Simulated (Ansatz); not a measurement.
All numbers were calculated with Ansatz.

A structure relaxed at PBE0-D4/def2-TZVP, charge 0, multiplicity 1:

```xyz
12

C     0.0538    1.3406    0.2821
N    -0.1460   -0.0764    0.0523
B    -1.0990   -0.8188    0.7608
F    -1.2267   -2.1280    0.5305
C     0.7269   -0.6690   -0.8946
F     2.0195   -0.7439   -0.3950
H    -0.6678    1.6947    1.0170
H     1.0603    1.5377    0.6583
H    -0.0863    1.9061   -0.6449
H    -1.8180   -0.2985    1.5615
H     0.3986   -1.6823   -1.1235
H     0.7846   -0.0623   -1.8045
```

(1) Give its formula and SMILES.

(2) Summarise the bond lengths by kind.

Results:

(1) C2H6BF2N, `CN(BF)CF`.

(2) 2 × C–N 1.418 to 1.449 Å; 5 × C–H 1.089 to 1.095 Å; 1 × B–N 1.401 Å; 1 × B–F 1.335 Å; 1 × B–H 1.195 Å; 1 × C–F 1.388 Å.
